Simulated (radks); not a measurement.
Results of a calculation; reference values are marked as such.
The nuclear charge of neutral lead is varied continuously with 82 electrons held in [Hg] 6p2. Code: a radial shooting solver on a logarithmic mesh with Libxc functionals. Model: Dirac Kohn-Sham, PBEsol, spin-unpolarised, spherical densities, finite nucleus; open shells fill j = l - 1/2 first; Fermi nuclear charge, rms radius 5.5012 fm. By the Hellmann-Feynman theorem dE/dZ = E(electron-nucleus)/Z, the electronic potential at the nucleus (averaged over a nucleus of fixed radius).

| Z | E (hartree) | E(electron-nucleus)/Z (hartree) | HOMO | e(HOMO) (eV) | <r> HOMO (bohr) |
|---|---|---|---|---|---|
| 81.8 | -20788.2601 | -642.900 | 6p1/2 | -2.582 | 3.226 |
| 82 | -20917.0966 | -645.465 | 6p1/2 | -4.018 | 3.070 |
| 82.2 | -21046.4465 | -648.034 | 6p1/2 | -5.560 | 2.943 |
| 82.4 | -21176.3105 | -650.606 | 6p1/2 | -7.197 | 2.836 |
| 82.6 | -21306.6892 | -653.182 | 6p1/2 | -8.920 | 2.743 |
| 82.8 | -21437.5837 | -655.763 | 6p1/2 | -10.721 | 2.661 |
| 83 | -21568.9946 | -658.348 | 6p1/2 | -12.597 | 2.588 |

The central difference of E at Z = 82 is -645.466 hartree, to compare with the third column; the second derivative is -12.8 hartree.
